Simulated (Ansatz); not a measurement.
Saddle point of Si2NH9O, closed shell (SiNH₅ ([NH2][SiH3]) + SiH₄O ([OH][SiH3]) → Si₂NH₇O ([NH2][SiH2][O][SiH3]) + H₂; bonds formed: Si1–O7, H2–H6; bonds broken: Si1–H2, H6–O7), PBE0-D4/def2-TZVP structure:

Si1  (-0.873, 0.322, 0.711)
H2  (-0.040, -0.726, 1.786)
H3  (-1.294, 1.000, -0.574)
H4  (-2.175, -0.153, 1.250)
N5  (0.032, 1.618, 1.354)
H6  (0.247, -1.232, 0.734)
O7  (-0.073, -1.042, -0.291)
Si8  (0.758, -0.979, -1.750)
H9  (-0.053, 2.549, 0.982)
H10  (0.501, 1.576, 2.243)
H11  (1.708, -2.116, -1.742)
H12  (1.484, 0.307, -1.857)
H13  (-0.224, -1.121, -2.847)
(Å)

Energies are electronic, without zero-point energy. Barriers and step energies count from the start structure reached by relaxing down the imaginary mode; all methods use the PBE0-D4 structures, on which another method's saddle can fall below an end. Ansatz 0.2.0; basis: def2-TZVPP, with def2-QZVPP for the basis limit; cores frozen in the correlated methods. B3LYP uses VWN-RPA correlation. Extrapolation: Hartree–Fock as exp(−7.88 √X), correlation as X^−2.97.

```tsv
method	barrier (eV)	step energy (eV)
SPW92	0.742	-0.961
PBE-D4	1.101	-0.984
BLYP-D4	1.262	-1.083
r2SCAN-D4	1.184	-1.092
B97M-V	1.271	-1.052
PBE0-D4	?	-1.006
B3LYP-D4	1.344	-1.091
r2SCAN0-D4	1.272	-1.087
BHLYP-D4	1.486	-1.121
CAM-B3LYP-D4	1.353	-1.095
wB97X-V	1.372	-1.050
wB97M-V	1.321	-1.064
B2PLYP	?	-1.084
PBE-QIDH	1.318	-1.059
RPA on PBE	?	-1.030
HF	1.983	-1.093
MP2	1.331	-1.134
CCSD	1.493	-1.056
CCSD(T)	1.398	-1.065
```

Problem. Fill in the withheld barriers. (To be estimated.)

Solution. The calculation gives: RPA on PBE 1.442; B2PLYP 1.400; PBE0-D4 1.228 eV. Each is the energy of the saddle less that of the start structure, by the same method.

For comparison, the barrier by CCSD(T) at an estimated basis limit (MP2 extrapolated from triple and quadruple zeta, plus CCSD(T) − MP2 in triple zeta) is 1.373 eV.

The T1 diagnostic stays at or below 0.012.

Labels in which every atom is bracketed show which atoms are joined, not bond orders.

For scale, one of the runs: CCSD(T)/def2-TZVPP, 272 basis functions, launched by `ansatz run in.yaml --threads 8 --pin off --events-out ev --progress --plain --max-ram 19148MiB`. Hardware: 8 CPU threads of an Intel Xeon Platinum 8259CL, shared host. Wall time 59 s; peak host memory 6.9 GiB.
